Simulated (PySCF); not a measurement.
Si(CCH)3(F) (C6H3FSi), SMILES C#C[Si](F)(C#C)C#C. Geometry optimised at PBE0-D3(BJ)/def2-SVP.

Computed equilibrium geometry at PBE0-D3(BJ)/def2-SVP (PySCF confirms it by a frequency run) as Cartesian coordinates in Å, and its point group:
point group C3v.
```xyz
11

C     -2.4920    -1.4387     0.6908
C     -1.4955    -0.8634     0.2973
Si     0.0000     0.0000    -0.2751
F      0.0000     0.0000    -1.8940
C      1.4955    -0.8634     0.2973
C      2.4920    -1.4387     0.6908
C      0.0000     1.7268     0.2973
C      0.0000     2.8775     0.6908
H     -3.3742    -1.9481     1.0374
H      3.3742    -1.9481     1.0374
H      0.0000     3.8962     1.0374
```
